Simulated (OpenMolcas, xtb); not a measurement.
## A ladder of methods for CH4ClGa (SMILES [CH3][GaH][Cl])

CH4ClGa: 7 atoms, total charge 0, spin state singlet. As SMILES, `[CH3][GaH][Cl]`. The shape is that of a PBE0-D4/def2-TZVP optimisation.

Each level gives the dipole moment (D). The values are calculated.

```
          level            kind     program  value (D)   CPU time
       GFN1-xTB  semi-empirical         xtb       3.45  under 2 s
    HF/def2-SVP    Hartree–Fock  OpenMolcas       2.63       12 s
 SVWN5/def2-SVP             LDA  OpenMolcas       2.30       30 s
  BLYP/def2-SVP             GGA  OpenMolcas       2.22       44 s
 M06-L/def2-SVP        meta-GGA  OpenMolcas       2.58       53 s
r2SCAN/def2-SVP        meta-GGA  OpenMolcas       2.47       53 s
 B3LYP/def2-SVP   global hybrid  OpenMolcas       2.36       43 s
  PBE0/def2-SVP   global hybrid  OpenMolcas       2.46       41 s
```

All-electron rows without a relativistic Hamiltonian named are non-relativistic. The values span 2.22 to 3.45 D. Magnitudes only. Times are those of the runs behind each value, whatever else they computed, on shared processors of several kinds: orders of magnitude only.
